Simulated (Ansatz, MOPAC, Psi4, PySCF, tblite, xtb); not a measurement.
Dimer H4GeO4 ··· H2 (SMILES [OH][Ge]([OH])([OH])[OH] and [H][H]) at R = 3.55 Å between the centres of mass, closest contact 2.86 Å (lowest of the rigid-body minima from ten starts at GFN2-xTB). Geometry in Å and degrees:

```
Ge
O 1 1.7657
H 2 0.9638 1 112.06
O 1 1.7657 2 106.21 3 29.46
H 4 0.9638 1 112.04 2 -152.74
O 1 1.7657 2 116.21 3 -88.34
H 6 0.9638 1 112.09 2 -89.30
O 1 1.7658 2 106.16 3 153.77
H 8 0.9638 1 112.01 2 -28.72
H 5 2.8605 4 108.77 1 -45.00
H 10 0.7438 5 115.01 4 -158.59
```

Levels of theory: GFN2-xTB (tblite); SAPT0/jun-cc-pVDZ, frozen core (Psi4); PBE/def2-TZVP, counterpoise-corrected (Psi4); PBE-D3(BJ)/def2-TZVP, counterpoise-corrected (Psi4); wB97X-D/def2-TZVP, counterpoise-corrected (Psi4); HF/aug-cc-pVTZ, counterpoise-corrected (Psi4); MP2/aug-cc-pVTZ = DF-MP2/aug-cc-pVTZ, frozen core, counterpoise-corrected (Psi4 1.11); SCS-MP2/aug-cc-pVTZ = Psi4 with DF-SCS-MP2/aug-cc-pVTZ, frozen core, counterpoise-corrected; RHF/aug-cc-pVDZ, counterpoise-corrected (Ansatz, a program for electronic structure); MP2/aug-cc-pVDZ = MP2 on RHF/aug-cc-pVDZ, cores with 3d frozen, counterpoise-corrected (Ansatz); CCSD/aug-cc-pVDZ = CCSD on RHF/aug-cc-pVDZ, cores with 3d frozen, counterpoise-corrected in Ansatz; CCSD(T)/aug-cc-pVDZ = CCSD(T) on RHF/aug-cc-pVDZ, cores with 3d frozen, counterpoise-corrected in Ansatz; PM3, restricted, heats of formation (MOPAC); PM7, restricted, heats of formation (MOPAC); GFN1-xTB (xtb); RKS-B3LYP/6-31G* = restricted B3LYP/6-31G*, spherical d, no counterpoise correction (PySCF); RKS-B3LYP/LANL2DZ = restricted B3LYP/LANL2DZ, with its core potentials past Ne, no counterpoise correction (PySCF); RHF/6-31G* = restricted Hartree-Fock/6-31G*, spherical d, no counterpoise correction (PySCF).

Problem. What interaction energy does each level give?

Solution. 
```json
[
 {"method": "GFN1-xTB", "E_int / kcal/mol": "-1.59"},
 {"method": "GFN2-xTB", "E_int / kcal/mol": "-1.48"},
 {"method": "PBE-D3(BJ)/def2-TZVP", "E_int / kcal/mol": "-0.70"},
 {"method": "wB97X-D/def2-TZVP", "E_int / kcal/mol": "-0.54"},
 {"method": "PM7", "E_int / kcal/mol": "-0.42"},
 {"method": "MP2/aug-cc-pVTZ", "E_int / kcal/mol": "-0.32"},
 {"method": "CCSD(T)/aug-cc-pVDZ", "E_int / kcal/mol": "-0.23"},
 {"method": "MP2/aug-cc-pVDZ", "E_int / kcal/mol": "-0.16"},
 {"method": "CCSD/aug-cc-pVDZ", "E_int / kcal/mol": "-0.12"},
 {"method": "PBE/def2-TZVP", "E_int / kcal/mol": "-0.11"},
 {"method": "SCS-MP2/aug-cc-pVTZ", "E_int / kcal/mol": "-0.11"},
 {"method": "SAPT0/jun-cc-pVDZ", "E_int / kcal/mol": "0.03"},
 {"method": "RKS-B3LYP/LANL2DZ", "E_int / kcal/mol": "0.07"},
 {"method": "PM3", "E_int / kcal/mol": "0.08"},
 {"method": "RKS-B3LYP/6-31G*", "E_int / kcal/mol": "0.09"},
 {"method": "RHF/6-31G*", "E_int / kcal/mol": "0.30"},
 {"method": "HF/aug-cc-pVTZ", "E_int / kcal/mol": "0.60"},
 {"method": "RHF/aug-cc-pVDZ", "E_int / kcal/mol": "0.60"}
]
```
